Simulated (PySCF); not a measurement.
WF₅, SMILES [W]([F])([F])([F])([F])[F] (connectivity only; charge and spin as stated), neutral, multiplicity 2.

Coordinates come from a r2SCAN-D4/def2-SVP optimisation. The spin state was assumed, not searched. The isomer is the one that the SMILES or the coordinates give; other isomers of the formula were not compared. The def2 effective core potentials stand for the cores of W; spin–orbit coupling is left out.

Two levels are set side by side: PBE/def2-TZVP (PySCF) and B3LYP/def2-TZVP (PySCF). Same geometry, gas phase. Differences are taken from unrounded values.

```csv
quantity,B3LYP
α-spin orbital gap (eV),2.95
β-spin orbital gap (eV),7.84
dipole moment (D),0.19
mean polarisability (bohr³),39.0
```

### Question
What does PBE give, and how far is it from B3LYP? (An estimate is asked for; the answer gives what the named calculation found.)

### Answer

| quantity | PBE | PBE minus B3LYP |
|---|---|---|
| α-spin orbital gap (eV) | 0.83 | -2.11 |
| β-spin orbital gap (eV) | 5.63 | -2.21 |
| dipole moment (D) | 0.13 | -0.06 |
| mean polarisability (bohr³) | 41.8 | 2.8 |

PBE's more diffuse valence density responds more strongly to a field. Differences between two approximate levels are no errors against the true value.

Rough cost on one machine, each run with all the roots and properties that it gave: B3LYP against PBE within a factor of 2.
